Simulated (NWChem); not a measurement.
System: C4H6Si; SMILES C#C[SiH2]C=C

Input file for NWChem:

```
start job
memory heap 200 mb stack 900 mb global 1100 mb
geometry units angstroms noautosym nocenter noautoz
  C      0.717493     2.695664     0.100178
  C      0.119619     1.636732     0.047679
  Si    -0.768678     0.028160    -0.039658
  C      0.411488    -1.355770    -0.465392
  C      0.590201    -2.430371     0.311171
  H      1.244463     3.632351     0.147971
  H     -1.400651    -0.258731     1.282257
  H     -1.834524     0.160156    -1.078732
  H      0.980974    -1.287629    -1.401763
  H      0.055309    -2.555617     1.259732
  H      1.280633    -3.236558     0.038322
end
basis spherical
  * library 6-31g*
end
dft
  xc m06-2x
  iterations 150
end
cosmo
  do_cosmo_smd true
  solvent propnol2
end
task dft energy
```

Geometry: optimised at PBE0/def2-SVP. Solvent: 2-propanol.

Level: M06-2X/6-31G* with SMD (1 M gas to 1 M solution), gas-phase geometry. Reactions with the solvent are ignored.

Question: Give the results of this calculation. (M06-2X/6-31G* (spherical d), SMD on the gas-phase geometry.) Quantities: solvation free energy (kcal/mol); cavity-dispersion-structure term (kcal/mol); dipole in solution (D).

Answer: 
```json
{
  "solvation free energy (kcal/mol)": "-1.7",
  "cavity-dispersion-structure term (kcal/mol)": "2.9",
  "dipole in solution (D)": "0.97"
}
```
